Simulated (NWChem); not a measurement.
## Atomisation of H2As

```xyz
3

As     0.0000     0.0000    -0.0614
H     -1.0888     0.0000     1.0131
H      1.0888     0.0000     1.0131
```
Charge 0, spin multiplicity 2.

Everything below was run with NWChem. All single points use one geometry, from UPBE0/def2-SVP, a minimum by its harmonic frequencies.

Basis set: def2-TZVP. The atomisation energy is electronic alone: no zero-point, thermal, spin-orbit or counterpoise terms. No value is extrapolated to the basis-set limit. Free atoms are single determinants with multiplicities As 4, H 2. Correlated methods freeze the same cores in atoms and molecule, 9 orbitals in all.

The Hamiltonian is non-relativistic. The correlated methods keep 9 core orbitals frozen. B3LYP has NWChem's definition, with VWN1-RPA local correlation. The structure started from a generated list of species. The unpaired electrons of the parent sit in orbitals of symmetry b2 (C2v labels of the run); other states weren't searched. No SCF solution was tested for a lower state. Open-shell Hartree-Fock references start from PBE0 orbitals. Coupled-cluster values serve here as a point of comparison, not as the truth.

```json
[
 {"method": "CCSD(T)", "atomisation energy (kcal/mol)": "132.6"},
 {"method": "PBE0", "atomisation energy (kcal/mol)": "[?]"},
 {"method": "BP86", "atomisation energy (kcal/mol)": "148.1"},
 {"method": "MP2", "atomisation energy (kcal/mol)": "124.8"},
 {"method": "HF", "atomisation energy (kcal/mol)": "[?]"},
 {"method": "LDA (SVWN5)", "atomisation energy (kcal/mol)": "162.0"},
 {"method": "B3LYP", "atomisation energy (kcal/mol)": "[?]"},
 {"method": "BHandHLYP", "atomisation energy (kcal/mol)": "140.6"},
 {"method": "M06-2X", "atomisation energy (kcal/mol)": "[?]"},
 {"method": "PBE", "atomisation energy (kcal/mol)": "140.7"}
]
```

**Question.** Some entries are withheld; supply them.

**Answer.** 
- PBE0, atomisation energy (kcal/mol): 138.4
- HF, atomisation energy (kcal/mol): 93.0
- B3LYP, atomisation energy (kcal/mol): 144.5
- M06-2X, atomisation energy (kcal/mol): 137.5
